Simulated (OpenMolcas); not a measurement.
Xe4+: effect of the active space

```yaml
Program: OpenMolcas 26.06
Method: CASSCF or its RAS form
Basis: ANO-R3
Scalar_Hamiltonian: X2C, finite nucleus
Spin-orbit_coupling: RASSI with atomic mean-field integrals over the reference wave functions, term energies averaged over their components
```

A. 2 electrons in 3 orbitals (5p); 2S+1 = 3 even, 3 roots; 2S+1 = 1 even, 6 roots; cost of the order of 8 core-seconds
B. 4 electrons in 4 orbitals (5s 5p); 2S+1 = 3 even, 6 roots; 2S+1 = 1 even, 12 roots; 2S+1 = 5 odd, 1 root; 2S+1 = 3 odd, 9 roots; 2S+1 = 1 odd, 8 roots; cost roughly 40 core-seconds
C. 2 electrons in 9 orbitals (RAS2 5p; RAS3 5d 6s, at most 1 electron); 2S+1 = 3 even, 3 roots; 2S+1 = 1 even, 6 roots; 2S+1 = 3 odd, 18 roots; 2S+1 = 1 odd, 18 roots; cost roughly 40 core-seconds

Energies in cm-1 above 5s2 5p2 3P0, the measured ground level; measured values from Saloman, J. Phys. Chem. Ref. Data 33, 765 (2004).

```tsv
Level	A	B	C	Measured
5s2 5p2 3P0	0.0	0.0	0.0	0.0
5s2 5p2 3P1	7505	7928	7505	9292
5s2 5p2 3P2	12990	13351	12990	14127
5s2 5p2 1D2	27998	28241	27998	28411
5s2 5p2 1S0	47923	42182	47923	44470
```

Deviations, from unrounded energies. A percentage is the sum of absolute deviations over the sum of measured energies, with the sign that they share, or ± where signs differ.

```tsv
Against measurement	Levels	A	B	C
mean absolute deviation (cm-1)	4	1700	1100	1700
fine structure of the ground term (%)	2	-12.5	-9.1	-12.5
other terms of the ground configuration (%)	2	±5.3	-3.4	±5.3
```

B lies closest to measurement on these levels and A furthest from it. The largest miss of B in the table is 5s2 5p2 1S0, by -2300 cm-1. The ranking rests on the paired levels alone, and a cruder setting can come out closer through cancelling errors.

Among A to C the level of the table that moves most is 5s2 5p2 1S0, by 5700 cm-1 (lowest in B, highest in A).

With the s shell closed, the reference lacks s² → p² mixing (holds for A; C). Measured partners are found by configuration, term and J. A level has none where our copy of the source lacks it or the pairing is in doubt (some pairs that miss far off the trend of their configuration count as doubtful), and it then counts in no deviation. Levels of configurations outside the active space are missing. Levels that lie high or do not pair safely by name in every column are left out.
